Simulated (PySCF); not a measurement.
Vertical excitation energies

Compound: C7H6F2S.
SMILES: `FC(F)C1=CC=CC=C1S`

Theory: TDDFT CAM-B3LYP/def2-SVPD, vertical, gas phase, core orbitals frozen in the response (PySCF). Geometry: PBE0-D3(BJ)/def2-SVP, one conformer, isolated molecule. Torsions of this conformer, `[F:1][CH:2]([F:3])[c:4]1[cH:5][cH:6][cH:7][cH:8][c:9]1[SH:10]`: F1–C2–C4–C5 7°, H–S10–C9–C8 141°.

Predict the UV-vis stick spectrum at this level.

| state | E (eV) | λ (nm) | f | \|μ\| (D) | main configurations (H = HOMO, L = LUMO) |
| --- | --- | --- | --- | --- | --- |
| S1 | 5.00 | 248.1 | 0.046 | 1.55 | H→L (71%), H-1→L+1 (11%) |
| S2 | 5.39 | 230.0 | 0.088 | 2.07 | H→L+1 (59%), H-1→L (15%), H→L (13%) |
| S3 | 5.93 | 209.1 | 0.015 | 0.82 | H→L+2 (44%), H→L+5 (14%), H→L+1 (8%) |
| S4 | 6.28 | 197.3 | 0.114 | 2.19 | H→L+3 (25%), H-1→L+1 (14%), H→L+2 (14%) |
| S5 | 6.36 | 194.9 | 0.160 | 2.58 | H-1→L (49%), H→L+3 (23%), H→L+1 (9%) |
| S6 | 6.51 | 190.3 | 0.125 | 2.25 | H→L+3 (37%), H-1→L+1 (27%), H-2→L (17%) |

The lowest singlet lies at 5.00 eV (248 nm, ultraviolet) and is of moderate strength; its leading configuration is HOMO→LUMO (71%). The most intense listed level is S5 at 6.36 eV (195 nm, f = 0.160), 1.36 eV above S1. Löwdin shares by element: HOMO sulfur 42%, carbon 35% or more (atoms not listed hold the other 23%); LUMO carbon 60% or more (atoms not listed hold the other 40%). The listed states span 1.52 eV, and the widest gap between neighbours is 0.54 eV (S2 to S3). The oscillator strengths of these states sum to 0.548; summed over the whole spectrum of an exact calculation they would give the number of electrons, 82 (Thomas–Reiche–Kuhn). Weighted by f, the mean energy of these states is 6.10 eV. The window holds the lowest 6 singlets.
